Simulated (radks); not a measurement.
Problem. These are the eigenvalues of the occupied orbitals of an atom or ion with whole-number occupations (hartree). All-electron calculation, non-relativistic Kohn-Sham, PBE, spin-polarised, spherical densities, point nucleus. Program: a radial shooting solver on a logarithmic mesh with Libxc functionals.

| orbital | eigenvalue |
|---|---|
| 1s up | -551.2171 |
| 1s down | -551.2167 |
| 2s up | -80.75151 |
| 2s down | -80.64795 |
| 2p up | -74.19351 |
| 2p down | -74.11818 |
| 3s up | -19.19445 |
| 3s down | -19.05802 |
| 3p up | -16.82272 |
| 3p down | -16.68378 |
| 3d up | -12.59024 |
| 3d down | -12.43616 |

Which element is it, and in what charge state? The configuration may be excited. Open shells, if any, are filled with parallel spins first.

Solution. Z = 37, rubidium, charge +11: Rb11+ in [Ar] 3d8. The list shows which subshells hold electrons but not how many an open one holds; the 1s level, -551.22 hartree, gives Z - s = 33.2 by -(Z - s)^2/2, which with screening narrows Z to a few neighbours, and the depths of the outer levels then fix element, charge and occupations together.
